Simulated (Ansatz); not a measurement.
Total energies of ClH₅N₂OSi, SMILES `N[Si](N)(O)Cl`.

```xyz
10

N    -0.676    1.303   -0.553
Si    0.236    0.059    0.130
N    -0.755   -1.307    0.274
O     1.573   -0.004   -0.813
Cl    0.931    0.342    2.068
H    -1.607    1.500   -0.228
H    -0.228    2.105   -0.964
H    -0.618   -1.981    1.008
H    -1.229   -1.690   -0.526
H     2.374   -0.327   -0.397
```

The species carries charge 0 and has multiplicity 1. Geometry: relaxed with PBE0-D4/def2-TZVP. It is one conformer, not always the lowest. Basis def2-TZVPP, the Gaussian-basis code of Ansatz.

RPA on PBE orbitals: Hartree–Fock energy of these orbitals -935.35664 Eh, correlation -1.54070 Eh (frozen core).

```json
{"functional": "LDA (SPW92)", "energy without D4 (Eh)": "-933.64028", "D4 term (kJ/mol)": "–"}
{"functional": "PBE", "energy without D4 (Eh)": "-937.17452", "D4 term (kJ/mol)": "-24.3"}
{"functional": "revPBE", "energy without D4 (Eh)": "-937.51313", "D4 term (kJ/mol)": "-72.0"}
{"functional": "BLYP", "energy without D4 (Eh)": "-937.66834", "D4 term (kJ/mol)": "-53.5"}
{"functional": "B3LYP", "energy without D4 (Eh)": "-937.76611", "D4 term (kJ/mol)": "-39.3"}
{"functional": "r2SCANh", "energy without D4 (Eh)": "-937.56716", "D4 term (kJ/mol)": "-6.2"}
{"functional": "CAM-B3LYP", "energy without D4 (Eh)": "-937.68386", "D4 term (kJ/mol)": "-20.8"}
{"functional": "ωB97M-V", "energy without D4 (Eh)": "-937.62925", "D4 term (kJ/mol)": "–"}
{"functional": "B2PLYP", "energy without D4 (Eh)": "-937.34990", "D4 term (kJ/mol)": "–"}
{"functional": "PBE-QIDH", "energy without D4 (Eh)": "-937.06426", "D4 term (kJ/mol)": "–"}
```

(1) Give the same for r2SCAN, B97M-V, PBE0, r2SCAN0, HSE06 (plane-wave form), BHLYP, LC-ωPBE, ωB97X-V. (Estimate.)

B3LYP takes the VWN-RPA correlation (the form of Gaussian; ORCA's B3LYP/G). HSE06 is the plane-wave form, built on full-range PBE exchange. The double hybrids freeze the cores in their second-order part.

Answers

(1) Computed: 
```tsv
functional	energy without D4 (Eh)	D4 term (kJ/mol)
r2SCAN	-937.58005	-5.8
B97M-V	-937.49698	–
PBE0	-937.24974	-20.5
r2SCAN0	-937.54885	-6.8
HSE06 (plane-wave form)	-937.22659	-19.1
BHLYP	-937.63271	-30.2
LC-ωPBE	-937.40843	–
ωB97X-V	-937.55591	–
```

LC-ωPBE has ω = 0.4 bohr⁻¹.
